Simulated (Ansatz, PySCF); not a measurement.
Species: 2,2-difluorooxetane, C3H4F2O, net charge 0, singlet state. 
Coordinates optimised at B3LYP-D3(BJ)/def2-TZVP (Ansatz, a quantum-chemistry and plane-wave program):
SMILES: O1C(F)(F)CC1
```xyz
10

F      1.3489     0.4191    -0.7938
C      0.3744     0.0737     0.0819
F      0.9919    -0.0711     1.2792
C     -0.8890     0.9275     0.0662
C     -1.5690    -0.3837    -0.3609
O     -0.2840    -1.0816    -0.3047
H     -0.8741     1.7204    -0.6758
H     -1.1699     1.3143     1.0414
H     -1.9768    -0.4061    -1.3700
H     -2.2730    -0.8128     0.3499
```

Dipole moments at this geometry, in debye (magnitudes).

| level | program | dipole (D) |
|---|---|---|
| HF/def2-TZVPD | PySCF | 3.91 |
| SVWN5/def2-TZVPD | Ansatz | 3.40 |
| PBE/def2-TZVPD | Ansatz | 3.30 |
| BLYP/def2-TZVPD | Ansatz | ___ |
| revPBE/def2-TZVPD | Ansatz | 3.26 |
| B97M-V/def2-TZVPD | Ansatz | 3.37 |
| B3LYP/def2-TZVPD | PySCF | 3.52 |
| PBE0/def2-TZVPD | Ansatz | 3.49 |
| BHLYP/def2-TZVPD | Ansatz | 3.72 |
| HSE06/def2-TZVPD | Ansatz | 3.48 |
| wB97M-V/def2-TZVPD | Ansatz | 3.52 |
| wB97X-V/def2-TZVPD | Ansatz | 3.55 |
| CCSD(T)/aug-cc-pVDZ | Ansatz | ___ |

Q: Complete the blanks.

A: 
- BLYP/def2-TZVPD, dipole (D): 3.37
- CCSD(T)/aug-cc-pVDZ, dipole (D): 3.52
